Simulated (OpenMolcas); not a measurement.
# Ionisation energies of titanium

```
Program             : OpenMolcas
Basis               : ANO-RCC-VQZP [7s6p4d3f2g1h]
Scalar Hamiltonian  : DKH2, point nucleus
Spin-orbit coupling : RASSI with atomic mean-field integrals over the reference wave functions, term energies averaged over their components
```

Active shells in each charge state: the valence d, s shells, with orbitals averaged over the low states. Where CASPT2's correlated closed shells are named, they are those of the first ion.

A. CASSCF
B. MS-CASPT2, IPEA 0.25 Eh, imaginary shift 0.1 Eh (closed shells correlated: 3s 3p)
C. SS-CASPT2, IPEA 0.25 Eh, imaginary shift 0.1 Eh (closed shells correlated: 3s 3p)
D. MS-CASPT2, IPEA 0.25 Eh, imaginary shift 0.1 Eh (closed shells correlated: 2s 2p 3s 3p)
E. SS-CASPT2, IPEA 0.25 Eh, imaginary shift 0.1 Eh (closed shells correlated: 2s 2p 3s 3p)

Energies in eV between the lowest computed levels, named as in B; reference values from the NIST Atomic Spectra Database with their kind.

```tsv
From	To	A	B	C	D	E	Spin-orbit share in B	Reference
Ti 3d2 4s2 3F2	Ti+ 3d2 4s 4F 3/2	5.063	6.672	6.672	6.668	6.668	-0.004	6.828 (measured)
Ti+ 3d2 4s 4F 3/2	Ti2+ 3d2 3F2	12.696	13.698	13.698	13.696	13.696	-0.005	13.575 (measured)
```

Other lowest levels: A, Ti 3d3 4s 5F1 to 3d2 4s 4F 3/2.

Error against the reference values, in %:

```csv
From,Reference,A,B,C,D,E
Ti,measured,-25.8,-2.3,-2.3,-2.3,-2.3
Ti+,measured,-6.5,+0.9,+0.9,+0.9,+0.9
```

Mean absolute error over the 2 measured values: A 1.32 eV, B 0.14 eV, C 0.14 eV, D 0.14 eV, E 0.14 eV.

The lowest level within the active space need not be the ion's true ground level.
